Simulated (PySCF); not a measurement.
Molfile (atoms numbered from 1):
```
C3F5O2
     RDKit          3D

 10  9  0  0  0  0  0  0  0  0999 V2000
    2.1635   -0.6820    1.0889 O   0  0  0  0  0  0  0  0  0  0  0  0
    1.4491    0.1301    0.4968 C   0  0  0  0  0  0  0  0  0  0  0  0
    1.6840    1.1911   -0.0996 O   0  0  0  0  0  0  0  0  0  0  0  0
   -0.0880   -0.2135    0.5213 C   0  0  0  0  0  0  0  0  0  0  0  0
   -0.3309   -1.5201    0.7878 F   0  0  0  0  0  0  0  0  0  0  0  0
   -0.7212    0.5058    1.4942 F   0  0  0  0  0  0  0  0  0  0  0  0
   -0.8367    0.0930   -0.7828 C   0  0  0  0  0  0  0  0  0  0  0  0
   -2.0832   -0.4238   -0.7488 F   0  0  0  0  0  0  0  0  0  0  0  0
   -0.2231   -0.4632   -1.8278 F   0  0  0  0  0  0  0  0  0  0  0  0
   -0.9747    1.3908   -1.0100 F   0  0  0  0  0  0  0  0  0  0  0  0
  1  2  2  0
  2  3  1  0
  2  4  1  0
  4  5  1  0
  4  6  1  0
  4  7  1  0
  7  8  1  0
  7  9  1  0
  7 10  1  0
M  CHG  1   3  -1
M  END
```

Geometry: PBE0-D3(BJ)/def2-SVP; GIAO absolute shieldings from PySCF 2.14, gas phase, non-relativistic, averaged over equivalent atoms.

At PBE0/pcSseg-1 (170 basis functions, 45 s wall time on 1 thread of an x86-64 server CPU, shared host):
| atoms | σ (ppm) |
| --- | --- |
| O1/O3 | -1.5 |
| C2 | 23.2 |
| C7 | 56.6 |
| C4 | 73.8 |
| F8/F9/F10 | 272.7 |
| F5/F6 | 316.9 |

Question: Predict the values at WP04/pcSseg-2 on the same geometry.

Answer: 
| atoms | σ at WP04/pcSseg-2 | change |
| --- | --- | --- |
| O1/O3 | -10.3 | -8.8 |
| C2 | 7.4 | -15.8 |
| C7 | 35.1 | -21.5 |
| C4 | 52.8 | -21.0 |
| F8/F9/F10 | 264.4 | -8.3 |
| F5/F6 | 302.2 | -14.7 |

The largest change is at C7 (CF3 carbon). Cost: 360 basis functions, 2.2 min wall time on 1 thread of an x86-64 server CPU, shared host. The order of the carbon signals is the same at both levels.
